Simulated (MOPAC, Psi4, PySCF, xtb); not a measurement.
Intermolecular potential of H2O ··· HBr (SMILES O and Br). Monomers: optimised at B3LYP-D3(BJ) (def2-TZVP), held rigid. Orientation: lowest of the rigid-body minima from ten starts at GFN2-xTB. Only R, the distance of the centres of mass, is varied, so the lowest point isn't the relaxed dimer.

GFN1-xTB (xtb); PM6, restricted, heats of formation (MOPAC); RKS-LDA (SVWN5)/6-31G* = restricted LDA (SVWN5)/6-31G*, spherical d, no counterpoise correction run with PySCF; wB97X-V/def2-TZVP, counterpoise-corrected (Psi4).

Interaction energies in kcal/mol; the last columns give the difference from wB97X-V:

```
R / Å  GFN1-xTB    PM6  RKS-LDA (SVWN5)/6-31G*  wB97X-V/def2-TZVP  GFN1-xTB − wB97X-V/def2-TZVP  PM6 − wB97X-V/def2-TZVP  RKS-LDA (SVWN5)/6-31G* − wB97X-V/def2-TZVP
-----  --------  -----  ----------------------  -----------------  ----------------------------  -----------------------  ------------------------------------------
2.83      15.34   2.33                   -9.30               3.84                         11.50                    -1.51                                      -13.14
3.05       4.04  -4.41                  -13.25              -2.64                          6.68                    -1.77                                      -10.61
3.26      -0.64  -5.46                  -12.91              -4.78                          4.14                    -0.69                                       -8.13
3.49      -2.40  -4.69                  -10.86              -5.15                          2.74                     0.46                                       -5.71
3.69      -2.64  -3.80                   -8.83              -4.75                          2.11                     0.95                                       -4.08
3.97      -2.21  -2.74                   -6.37              -3.85                          1.64                     1.11                                       -2.52
4.24      -1.62  -2.01                   -4.56              -2.99                          1.37                     0.99                                       -1.57
4.78      -0.83  -1.22                   -2.26              -1.76                          0.93                     0.54                                       -0.50
5.45      -0.46  -0.76                   -1.06              -0.98                          0.52                     0.22                                       -0.08
6.45      -0.24  -0.42                   -0.52              -0.48                          0.24                     0.06                                       -0.03
7.72      -0.13  -0.23                   -0.27              -0.24                          0.11                     0.01                                       -0.02
```

GFN1-xTB is furthest from wB97X-V/def2-TZVP at 2.83 (11.50 kcal/mol, above); its mean absolute difference over the points is 2.91 kcal/mol.

PM6 is furthest from wB97X-V/def2-TZVP at 3.05 (-1.77 kcal/mol, below); its mean absolute difference over the points is 0.76 kcal/mol.

RKS-LDA (SVWN5)/6-31G* is furthest from wB97X-V/def2-TZVP at 2.83 (-13.14 kcal/mol, below); its mean absolute difference over the points is 4.22 kcal/mol.
